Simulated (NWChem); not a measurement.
H$_{2}$ cation, doublet

Program: NWChem. Pople sets run with spherical d functions. Spin-unrestricted. Coordinates come from a PBE-D3(BJ)/def2-SVP, spin-unrestricted optimisation. No stability test was run on the SCF state.

For level PBE0/6-31G*:

```yaml
lowest empty minus highest occupied level, either spin (eV): 9.45
```

Q: How do the values read with level PBE0/def2-QZVP instead?

A: 
| Quantity | Result |
|---|---|
| lowest empty minus highest occupied level, either spin (eV) | 9.80 |
